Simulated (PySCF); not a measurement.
Species: BrH₇Si₃.
SMILES: `[SiH3][SiH2][SiH2]Br`

Vertical excitations from PySCF (density fitting, frozen core in the response, grid level 2 and gas phase unless stated; continuum runs use non-equilibrium linear response for the excitations) on a GFN2-xTB geometry. Reference run:

```csv
settings,"S1, eV (f)","S2, eV (f)","S3, eV (f)","S4, eV (f)","S5, eV (f)","S6, eV (f)","T1, eV (Tamm–Dancoff)",mean α (au)
"PBE0/def2-SVPD, full TDDFT, 6 singlets",5.50 (0.056),5.71 (0.006),6.28 (0.050),6.61 (0.006),6.71 (0.059),6.82 (0.054),4.98,111.4
```

Q: What do these settings give: mPW1PW91/def2-SVPD, TDA, 25 singlets?

A: 
| settings | S1, eV (f) | S2, eV (f) | S3, eV (f) | S4, eV (f) | S5, eV (f) | S6, eV (f) | T1, eV (Tamm–Dancoff) | mean α (au) |
| --- | --- | --- | --- | --- | --- | --- | --- | --- |
| mPW1PW91/def2-SVPD, TDA, 25 singlets | 5.55 (0.061) | 5.74 (0.006) | 6.33 (0.052) | 6.65 (0.007) | 6.77 (0.059) | 6.87 (0.063) | – | 110.8 |

S1 moves by +0.05 eV; functional and response scheme change together, so the shift can't be laid on one. States are counted by energy in each run and needn't keep their character from row to row.

Q: Give the leading configurations of S1 (H = HOMO, L = LUMO) and the HOMO–LUMO gap of each run.

A: 
```
                              settings  S1 configurations (weight)  S1 (eV)  orbital gap (eV)  S1 − gap (eV)
PBE0/def2-SVPD, full TDDFT, 6 singlets                    H→L 0.96     5.50              6.71          -1.21
  mPW1PW91/def2-SVPD, TDA, 25 singlets                    H→L 0.95     5.55              6.74          -1.19
```

 Relativistic effects, spin–orbit coupling among them, are left out although an element past zinc is present.

Conformer computed: `[SiH3:1][SiH2:2][SiH2:3][Br:4]`: Si1–Si2–Si3–Br4 139°.

One conformer stands for the species.
